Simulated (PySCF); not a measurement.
Cost of one run: shielding job, `FC(F)(F)SC1CCC1`.

Method: GIAO PBE0/pcSseg-1 NMR shielding, non-relativistic, gas phase (PySCF 2.14.0, density-fitted response routines). Geometry: GFN2-xTB, NEB image 0 of 0 to 8. Work: shieldings, ring-centre shieldings, density and orbital grids written, density fitting. A driver script takes a list of jobs; this job's settings line and coordinates (Å) are shown.

Command:
```bash
OMP_NUM_THREADS=1 python probes_run.py task.json out
```

Input:
```
{"job": {"kind": "nmr", "xc": "PBE0", "basis": "pcSseg-1", "pop": false}, "charge": 0, "multiplicity": 1}
F      2.766200     0.963800    -0.621000
C      2.641700    -0.113300     0.162800
F      3.802400    -0.756900     0.148900
F      2.450300     0.345400     1.404500
S      1.294400    -1.201300    -0.385700
C     -0.054200     0.035400    -0.295800
C     -0.592400     0.373500     1.098300
C     -2.017800     0.140100     0.573400
C     -1.430800    -0.505600    -0.692400
H      0.265600     0.897900    -0.879100
H     -0.294000    -0.356600     1.847500
H     -0.359100     1.371400     1.462200
H     -2.547500     1.066700     0.366300
H     -2.646900    -0.502200     1.183300
H     -1.469400    -1.592200    -0.667500
H     -1.816100    -0.157100    -1.647200
```

Hardware: one thread of an Intel Xeon at 2.70 GHz, no GPU, shared host with 64 logical CPUs at a one-minute load of 63. PySCF's memory limit was set to 1200 MB.

Question: How large is the basis?

Answer: 195 functions for 80 electrons, with 1033 fitting functions; the fitted three-index integrals, 1033 × 195 × 196/2 numbers of 8 bytes, come to 150 MiB.

Question: Which is nearest to the wall time?
A. 65 min
B. 65 s
C. 8.7 min

Answer: B. The run took 65 s. The SCF took 13 cycles.

Question: Estimate the peak memory.

Answer: About 0.86 GiB. Peak memory is the resident size of the whole Python process, interpreter and libraries included.

The SCF part of the output:
```
coarse grid: 14656 points
cycle   1  E = -891.4958954181  dE =  1.410e+00  |g| = 9.213e-01  |ddm| = 3.623e+00
cycle   2  E = -891.3128163390  dE =  1.831e-01  |g| = 1.433e+00  |ddm| = 1.210e+00
cycle   3  E = -891.6507199203  dE = -3.379e-01  |g| = 5.296e-02  |ddm| = 7.596e-01
cycle   4  E = -891.6511082005  dE = -3.883e-04  |g| = 3.633e-02  |ddm| = 8.893e-02
cycle   5  E = -891.6514129241  dE = -3.047e-04  |g| = 8.244e-03  |ddm| = 3.682e-02
cycle   6  E = -891.6514279488  dE = -1.502e-05  |g| = 2.056e-03  |ddm| = 8.736e-03
cycle   7  E = -891.6514288007  dE = -8.519e-07  |g| = 6.269e-04  |ddm| = 2.272e-03
final grid: 140208 points
cycle   8  E = -891.7277591289  dE = -5.197e-05  |g| = 1.045e-02  |ddm| = 3.124e-02
cycle   9  E = -891.7277374904  dE =  2.164e-05  |g| = 1.437e-02  |ddm| = 2.063e-02
cycle  10  E = -891.7277846811  dE = -4.719e-05  |g| = 7.356e-04  |ddm| = 1.236e-02
cycle  11  E = -891.7277847792  dE = -9.811e-08  |g| = 3.496e-04  |ddm| = 1.011e-03
cycle  12  E = -891.7277848055  dE = -2.630e-08  |g| = 6.043e-05  |ddm| = 3.041e-04
cycle  13  E = -891.7277848060  dE = -4.991e-10  |g| = 2.618e-05  |ddm| = 5.505e-05
converged SCF energy = -891.7277848060
```

On the final grid dE counts from the start density on that grid.

The host was shared with other jobs, so the times are rough.
